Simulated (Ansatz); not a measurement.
System: C$_{3}$H$_{5}$O$_{3}$, charge 0, multiplicity 2. It need not be the lowest isomer of its formula. 
Geometry from a B3LYP-D3(BJ)/def2-TZVP (Ansatz, a quantum-chemistry and plane-wave program) optimisation:
```xyz
11

C      2.3673    -0.0151     0.0741
O      1.1501    -0.5067     0.4539
C      0.0464     0.0785    -0.0667
O      0.0374     0.9848    -0.8537
O     -1.0112    -0.5382     0.4551
C     -2.2832    -0.0426     0.0064
H      3.1959    -0.5857     0.4527
H      2.4043     0.7361    -0.6960
H     -3.0242    -0.6455     0.5224
H     -2.3762    -0.1589    -1.0724
H     -2.3936     1.0090     0.2673
```
Charge 0, spin multiplicity 2.

Computed values are from Ansatz. Valence correlation only, unless marked. UHF or UKS for open shells. Spin-orbit coupling is left out. No relativistic terms. Basis-set limits of correlation are two-point, X^-3; Hartree-Fock from the larger set. The bracket is a focal-point correction in the basis named.

The atomisation energy De comes out as 4516.3 kJ/mol at RI-MP2/CBS(cc-pVTZ,cc-pVQZ)+[CCSD(T)-MP2]/cc-pVTZ and the total energy is -342.6073 Eh at RI-MP2/CBS(cc-pVTZ,cc-pVQZ)+[CCSD(T)-MP2]/cc-pVTZ. The dipole moment comes out as 1.15 D at wB97M-V/def2-TZVPD and the T1 diagnostic comes out as 0.016 at CCSD/cc-pVTZ.
